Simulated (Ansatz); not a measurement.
Ansatz (an electronic-structure program) input (RI-MP2/def2-TZVPPD):
A basis named .json is the Basis Set Exchange file of that set.

Ansatz 0.2 input:
```yaml
crystal:
  periodic: [false, false, false]
  atoms:
    - {symbol: W, position_ang: [0.18774383, 0.02194714, 0.25092013]}
    - {symbol: O, position_ang: [1.39461519, -0.81431537, -0.57026527]}
    - {symbol: O, position_ang: [-0.69629403, -1.18117543, 1.02628591]}
    - {symbol: Cl, position_ang: [-1.14585957, 0.84351987, -1.30683853]}
basis:
  gaussian:
    orbitals: def2-TZVPPD.json
    fitting: {mean_field: def2-universal-jkfit, correlation: def2-TZVPPD-RIFIT.json}
total_charge: 2
magnetization: {spin_polarized: true, initial_magnetization: 1}
correlation: {method: mp2, electrons: outside_noble_gas}
```

End of the output:

```
mean field evaluation 192: about -18361.9779 eV, gradient 6.1e-1 eV
mean field evaluation 224: about -18363.1570 eV, gradient 2.9e0 eV
mean field evaluation 256: about -18358.7871 eV, gradient 6.4e0 eV
mean field evaluation 288: about -18362.6460 eV, gradient 1.8e0 eV
mean field evaluation 320: about -18363.5742 eV, gradient 7.7e-1 eV
mean field evaluation 352: about -18363.3510 eV, gradient 5.7e-2 eV
mean field evaluation 384: about -18363.3893 eV, gradient 1.3e0 eV
mean field evaluation 416: about -18363.2755 eV, gradient 1.5e0 eV
mean field evaluation 448: about -18356.4246 eV, gradient 4.0e0 eV
mean field evaluation 480: about -18362.4556 eV, gradient 2.2e-3 eV
mean field -18363.63800430 eV, -674.8512493371 hartree, gradient 2.1e-6 eV, S^2 1.263128; 28 other end points of the search recorded, 0 dependent functions left out
11 core orbitals not correlated
reference -18363.63800430 eV, -674.8512493371 hartree; 12, 11 occupied and 167, 168 virtual orbitals, 516 factors
second order -21.90643478 eV of doubles, -0.00000000 eV of singles
Total energy: -18385.54443908 eV, -675.6562959666 hartree
```

This state (charge 2, doublet) is run at the relaxed geometry of the species with charge 1 and multiplicity 1.

The determinant is spin-contaminated: <S^2> is 1.26 against 0.75 for a pure state.
